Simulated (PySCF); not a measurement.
PySCF 2.14 output of an unrestricted M06 calculation on a single atom or ion in aug-cc-pVTZ-PP with ECP10MDF (6s5p4d2f, 55 functions), with scalar relativity through the core potential:

```
SCF conv_tol = 1e-09
number electrons alpha = 13  beta = 10
    Y. Zhao and D. G. Truhlar.,  Theor. Chem. Acc. 120, 215 (2008)
    Y. Zhao and D. G. Truhlar.,  Theor. Chem. Acc. 120, 215 (2008)
cycle= 1 E= -294.647874839826  delta_E= -0.00669  |g|= 0.0735  |ddm|= 0.397
cycle= 2 E= -294.648886917099  delta_E= -0.00101  |g|= 0.0514  |ddm|= 0.178
cycle= 3 E= -294.649459639492  delta_E= -0.000573  |g|= 0.00482  |ddm|= 0.0548
cycle= 4 E= -294.649450166773  delta_E= 9.47e-06  |g|= 0.00421  |ddm|= 0.111
cycle= 5 E= -294.649492258973  delta_E= -4.21e-05  |g|= 0.00108  |ddm|= 0.0546
cycle= 6 E= -294.649494445343  delta_E= -2.19e-06  |g|= 0.000232  |ddm|= 0.00716
cycle= 7 E= -294.649494525134  delta_E= -7.98e-08  |g|= 7.08e-05  |ddm|= 0.00198
cycle= 8 E= -294.649494535114  delta_E= -9.98e-09  |g|= 7.43e-06  |ddm|= 0.00129
cycle= 9 E= -294.649494535189  delta_E= -7.51e-11  |g|= 2.57e-06  |ddm|= 0.000149
converged SCF energy = -294.649494535189  <S^2> = 3.7509009  2S+1 = 4.0004504
```

The run itself started from symmetry-adapted Hartree-Fock orbitals and held the occupation by maximum overlap, on a logarithmic radial grid, so the iterations belong to that start.

Problem. Which element, charge and spin multiplicity is this?

Solution. Ge⁻ (germanium, charge -1), multiplicity 4; the state was [Ar] 3d10 4s2 4p3, high-spin 4S determinant.

Energies and moments cover only the electrons outside the core potential. At M06 the highest occupied level has a positive energy, so only the finite basis holds that electron; in a semilocal or global hybrid functional this comes from self-interaction and does not mean that the real anion is unbound.
